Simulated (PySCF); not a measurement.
Molecule: SMILES C(C#C)#C/C=C\OC(F)F, C7H4F2O.

Cartesian coordinates in Å; atom numbers follow the order of the lines, from 1:
```xyz
14

C     2.7597   -1.5506    2.8144
C     2.1766   -1.0615    1.8794
C     1.5243   -0.5246    0.8212
C     0.9008   -0.0604   -0.1103
C     0.2734    0.4789   -1.2413
C    -0.9958    0.8700   -1.3792
O    -2.0325    0.8555   -0.4795
C    -1.8515    0.3390    0.7583
F    -3.0663    0.1471    1.2931
F    -1.2161    1.2139    1.5753
H     3.2624   -1.9722    3.6318
H     0.9149    0.5931   -2.1061
H    -1.3556    1.2855   -2.3078
H    -1.2951   -0.6143    0.7889
```

Frames of a GFN2-xTB Langevin trajectory at 300 K; GIAO PBE0/pcSseg-1 shieldings in PySCF, gas phase, non-relativistic; equivalent atoms averaged within each frame.

Referencing at the same level of theory: TMS for ¹³C (186.93 ppm) and ¹H (31.72 ppm); H2O for ¹⁷O (336.08 ppm); CFCl3 for ¹⁹F (170.95 ppm). The references are static minima.

How do the shifts (ppm) fluctuate along the trajectory?

## Answers


```csv
time (fs),C6,C8,C5,C3,C1,C2,C4,O7,F9/F10,H14
250,158.1,134.8,101.7,91.1,84.6,75.1,73.9,199.2,-60.8,7.87
425,156.1,129.7,97.5,96.6,84.7,73.7,73.0,200.4,-83.4,7.53
625,167.7,128.9,90.9,90.9,87.7,82.3,74.0,227.5,-86.3,8.68
800,163.6,130.4,92.8,90.2,84.6,73.1,72.8,213.4,-77.3,7.54
1000,166.9,118.9,92.4,91.4,82.7,71.3,75.9,227.6,-104.6,7.86
mean of frames,162.5,128.5,95.1,92.1,84.9,75.1,73.9,213.6,-82.5,7.90
standard deviation,5.2,5.9,4.5,2.6,1.8,4.2,1.2,13.9,15.8,0.47
```

5 frames give an uncertainty of the mean of about the standard deviation over 2.2 at best, since frames this close in time may not be independent; classical motion lacks zero-point vibration, and the reference would need the same averaging.
